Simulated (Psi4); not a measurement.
barium atom (Ba), singlet (core potentials on Ba); PBE/def2-SVP run with Psi4.

Here is a job for Psi4.
```
memory 2 GB

molecule mol {
0 1
Ba    0.000000    0.000000    0.000000
}

set {
  basis def2-svp
  reference rks
  scf_type pk
  puream true
  d_convergence 1e-8
  dft_radial_points 99
  dft_spherical_points 590
}

energy('pbe')
print_variables()
```

### Question
Predict the main parts of the log of this Psi4 run.

### Answer

```
   => Loading Basis Set <=

    Name: DEF2-SVP
    Role: ORBITAL
    Keyword: BASIS

    !!!  WARNING: ECP capability is in beta. Please check occupations closely.  !!!

         ---------------------------------------------------------
                                   SCF
               by Justin Turney, Rob Parrish, Andy Simmonett
                          and Daniel G. A. Smith
                              RKS Reference
         ---------------------------------------------------------

  ==> Geometry <==

    Molecular point group: d2h
    Geometry (in Angstrom), charge = 0, multiplicity = 1:

       Center              X                  Y                   Z               Mass
    ------------   -----------------  -----------------  -----------------  -----------------
         BA           0.000000000000     0.000000000000     0.000000000000   137.905247000000

  Running in d2h symmetry.

  Rotational constants: A = ************  B = ************  C = ************ [cm^-1]
  Rotational constants: A = ************  B = ************  C = ************ [MHz]
  Nuclear repulsion =    0.000000000000000

  Charge       = 0
  Multiplicity = 1
  Electrons    = 10
  Nalpha       = 5
  Nbeta        = 5

  ==> Algorithm <==

  SCF Algorithm Type is PK.
  DIIS enabled.
  MOM disabled.
  Fractional occupation disabled.
  Guess Type is CORE.
  Energy threshold   = 1.00e-06
  Density threshold  = 1.00e-08
  Integral threshold = 1.00e-12

  ==> Primary Basis <==

  Basis Set: DEF2-SVP
    Blend: DEF2-SVP
    Number of shells: 10
    Number of basis functions: 30
    Number of Cartesian functions: 35
    Spherical Harmonics?: true
    Max angular momentum: 3

  Core potential: DEF2-SVP
    Number of shells: 4
    Number of ECP primitives: 10
    Number of ECP core electrons: 46
    Max angular momentum: 3

  ==> DFT Potential <==

   => LibXC <=

    Version 7.1.2
    S. Lehtola, C. Steigemann, M. J. T. Oliveira, and M. A. L. Marques,  SoftwareX 7, 1–5 (2018) (10.1016/j.softx.2017.11.002)

   => Composite Functional: PBE <=

    PBE GGA Exchange-Correlation Functional

    J.P. Perdew et. al., Phys. Rev. Lett., 77(18), 3865-3868, 1996

    Deriv               =              1
    GGA                 =           TRUE
    Meta                =          FALSE

    Exchange Hybrid     =          FALSE
    MP2 Hybrid          =          FALSE

   => Exchange Functionals <=

    1.0000     XC_GGA_X_PBE

   => Correlation Functionals <=

    1.0000     XC_GGA_C_PBE

   => LibXC Density Thresholds  <==

    XC_GGA_C_PBE:  1.00E-12
    XC_GGA_X_PBE:  1.00E-15

   => Molecular Quadrature <=

    Radial Scheme          =       TREUTLER
    Pruning Scheme         =           NONE
    Nuclear Scheme         =       TREUTLER

    Blocking Scheme        =         OCTREE
    BS radius alpha        =              1
    Pruning alpha          =              1
    Radial Points          =             99
    Spherical Points       =            590
    Total Points           =          53690
    Total Blocks           =            547
    Max Points             =            256
    Max Functions          =             30
    Weights Tolerance      =       1.00E-15

  ==> Integral Setup <==

  Using in-core PK algorithm.
   Calculation information:
      Number of atoms:                   1
      Number of AO shells:              10
      Number of primitives:             21
      Number of atomic orbitals:        35
      Number of basis functions:        30

      Integral cutoff                 1.00e-12
      Number of threads:                 1

  Performing in-core PK
  Using 216690 doubles for integral storage.
  We computed 1540 shell quartets total.
  Whereas there are 1540 unique shell quartets.

  ==> DiskJK: Disk-Based J/K Matrices <==

    J tasked:                  Yes
    K tasked:                   No
    wK tasked:                  No
    Schwarz Cutoff:          1E-12

  Minimum eigenvalue in the overlap matrix is 8.0559722729E-02.
  Reciprocal condition number of the overlap matrix is 3.6214222258E-02.
    Using symmetric orthogonalization.

  ==> Pre-Iterations <==

  SCF Guess: Core (One-Electron) Hamiltonian.

   -------------------------------------------------------
    Irrep   Nso     Nmo     Nalpha   Nbeta   Ndocc  Nsocc
   -------------------------------------------------------
     Ag         8       8       1       1       1       0
     B1g        2       2       0       0       0       0
     B2g        2       2       0       0       0       0
     B3g        2       2       0       0       0       0
     Au         1       1       0       0       0       0
     B1u        5       5       1       1       1       0
     B2u        5       5       1       1       1       0
     B3u        5       5       2       2       2       0
   -------------------------------------------------------
    Total      30      30       5       5       5       0
   -------------------------------------------------------

  ==> Iterations <==

                        Total Energy        Delta E     RMS |[F,P]|

    Occupation by irrep:
             Ag   B1g   B2g   B3g    Au   B1u   B2u   B3u
    DOCC [     2,    0,    0,    0,    0,    1,    1,    1 ]
    NA   [     2,    0,    0,    0,    0,    1,    1,    1 ]
    NB   [     2,    0,    0,    0,    0,    1,    1,    1 ]

   @RKS iter   1:   -23.97625953914473   -2.39763e+01   8.09225e-02 DIIS/ADIIS
   @RKS iter   2:   -24.60270525415207   -6.26446e-01   8.28997e-02 DIIS/ADIIS
   @RKS iter   3:   -25.43826250883478   -8.35557e-01   2.33249e-03 DIIS/ADIIS
   @RKS iter   4:   -25.44024570354799   -1.98319e-03   1.06663e-03 DIIS/ADIIS
   @RKS iter   5:   -25.44037418370596   -1.28480e-04   3.40298e-04 DIIS/ADIIS
   @RKS iter   6:   -25.44038860947161   -1.44258e-05   3.85902e-05 DIIS
   @RKS iter   7:   -25.44038886692375   -2.57452e-07   9.42609e-07 DIIS
   @RKS iter   8:   -25.44038886710706   -1.83309e-10   1.23083e-07 DIIS
   @RKS iter   9:   -25.44038886710916   -2.10321e-12   4.01990e-09 DIIS
  Energy and wave function converged.

  ==> Post-Iterations <==

   Electrons on quadrature grid:
      Ntotal   =   10.0000000000 ; deviation = 1.066e-14

    Orbital Energies [Eh]
    ---------------------

    Doubly Occupied:

       1Ag    -1.277746     1B2u   -0.714624     1B1u   -0.714624
       1B3u   -0.714624     2Ag    -0.118457

    Virtual:

       1B3g   -0.070851     3Ag    -0.070851     1B1g   -0.070851
       1B2g   -0.070851     4Ag    -0.070851     2B1u   -0.040949
       2B3u   -0.040949     2B2u   -0.040949     5Ag     0.017169
       2B3g    0.063039     6Ag     0.063039     2B2g    0.063039
       2B1g    0.063039     7Ag     0.063039     3B1u    0.121586
       3B2u    0.121586     1Au     0.121586     3B3u    0.121586
       4B1u    0.121586     4B2u    0.121586     4B3u    0.121586
       5B2u    1.032755     5B1u    1.032755     5B3u    1.032755
       8Ag    83.083570

    Final Occupation by Irrep:
             Ag   B1g   B2g   B3g    Au   B1u   B2u   B3u
    DOCC [     2,    0,    0,    0,    0,    1,    1,    1 ]
    NA   [     2,    0,    0,    0,    0,    1,    1,    1 ]
    NB   [     2,    0,    0,    0,    0,    1,    1,    1 ]

  @RKS Final Energy:   -25.44038886710916

   => Energetics <=

    Nuclear Repulsion Energy =              0.0000000000000000
    One-Electron Energy =                 -41.2734464230807561
    Two-Electron Energy =                  19.4056311867301687
    DFT Exchange-Correlation Energy =      -3.5725736307585780
    Empirical Dispersion Energy =           0.0000000000000000
    VV10 Nonlocal Energy =                  0.0000000000000000
    Total Energy =                        -25.4403888671091636

Computation Completed

Properties will be evaluated at   0.000000,   0.000000,   0.000000 [a0]

Properties computed using the SCF density matrix

 Multipole Moments:

 ------------------------------------------------------------------------------------
     Multipole            Electronic (a.u.)      Nuclear  (a.u.)        Total (a.u.)
 ------------------------------------------------------------------------------------

 L = 1.  Multiply by 2.5417464519 to convert [e a0] to [Debye]
 Dipole X            :          0.0000000            0.0000000            0.0000000
 Dipole Y            :          0.0000000            0.0000000            0.0000000
 Dipole Z            :          0.0000000            0.0000000            0.0000000
 Magnitude           :                                                    0.0000000

 ------------------------------------------------------------------------------------

  Variable Map:
  ----------------------------------------------------------------------------
  "CURRENT ENERGY"              =>     -25.440388867109
  "CURRENT REFERENCE ENERGY"    =>     -25.440388867109
  "DD SOLVATION ENERGY"         =>       0.000000000000
  "DFT FUNCTIONAL TOTAL ENERGY" =>     -25.440388867109
  "DFT TOTAL ENERGY"            =>     -25.440388867109
  "DFT VV10 ENERGY"             =>       0.000000000000
  "DFT XC ENERGY"               =>      -3.572573630759
  "GRID ELECTRONS ALPHA"        =>       5.000000000000
  "GRID ELECTRONS BETA"         =>       5.000000000000
  "GRID ELECTRONS TOTAL"        =>      10.000000000000
  "NUCLEAR REPULSION ENERGY"    =>       0.000000000000
  "ONE-ELECTRON ENERGY"         =>     -41.273446423081
  "PCM POLARIZATION ENERGY"     =>       0.000000000000
  "PE ENERGY"                   =>       0.000000000000
  "SCF ITERATION ENERGY"        =>     -25.440388867109
  "SCF ITERATIONS"              =>       9.000000000000
  "SCF TOTAL ENERGY"            =>     -25.440388867109
  "TWO-ELECTRON ENERGY"         =>      19.405631186730
  "XC GRID RADIAL POINTS"       =>      99.000000000000
  "XC GRID SPHERICAL POINTS"    =>     590.000000000000
  "XC GRID TOTAL POINTS"        =>   53690.000000000000

  Array Variable Map:
  ----------------------------------------------------------------------------
  "CURRENT DIPOLE"              =>       0.000000000000 ... 0.000000000000 1 by 3
  "SCF DIPOLE"                  =>       0.000000000000 ... 0.000000000000 1 by 3
  "SCF TOTAL ENERGIES"          =>     -23.976259539145 ... -25.440388867109 1 by 9
```
